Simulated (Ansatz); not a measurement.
CH$_{7}$GaOSi. The species carries charge 0 and has multiplicity 1. Correlated methods include outer-core shells of Ga, which these sets cover unevenly. Scalar relativity is left out up to krypton. The bonds changed during the relaxation, so this is another structure than the one it started from.

```xyz
11

C    -0.354   -2.256    0.579
Ga    0.948   -1.568   -0.862
Si    0.367    2.165   -0.580
O     0.051    0.591   -0.136
H    -0.104   -1.851    1.569
H    -0.330   -3.348    0.663
H    -1.389   -1.973    0.348
H     0.935    2.920    0.566
H     1.342    2.068   -1.686
H    -0.883    2.832   -1.026
H    -0.583    0.418    0.565
```

Question: Give the diagnostics of a CCSD(T)/def2-TZVPP run (frozen core, Ansatz 0.2.0). (Best estimate.)

Answer: The calculation gave: T1 = 0.0124, largest single amplitude 0.015, largest double 0.076, (T) share of the correlation energy 3.5 %, 10 CCSD cycles. The RHF solution is unstable towards an unrestricted one. T1 lies under the customary mark of 0.02 for closed shells.
